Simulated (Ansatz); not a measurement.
Species: C10H8SSi, SMILES `C#Cc1cc([SiH3])c2sccc2c1` (charge 0, multiplicity 1).

Problem. Give a relaxed geometry from Ansatz (a program for electronic structure) with PBE-D3(BJ)/def2-SVP.

Solution. the end point of this relaxation (outside a Z-matrix the atoms follow the SMILES, hydrogens last).
Cartesian coordinates (Å) in one orientation:
```xyz
20

C     -2.743    -3.361    -0.154
C     -2.007    -2.383    -0.114
C     -1.142    -1.245    -0.067
C      0.270    -1.430     0.045
C      1.164    -0.350     0.095
Si     3.024    -0.639     0.243
C      0.602     0.948     0.030
S      1.476     2.466     0.072
C     -0.011     3.374    -0.058
C     -1.125     2.577    -0.130
C     -0.806     1.172    -0.082
C     -1.670     0.059    -0.129
H     -3.393    -4.224    -0.190
H      0.653    -2.460     0.092
H      3.557     0.008     1.493
H      3.278    -2.119     0.288
H      3.744    -0.033    -0.931
H      0.035     4.470    -0.073
H     -2.148     2.969    -0.215
H     -2.757     0.203    -0.215
```
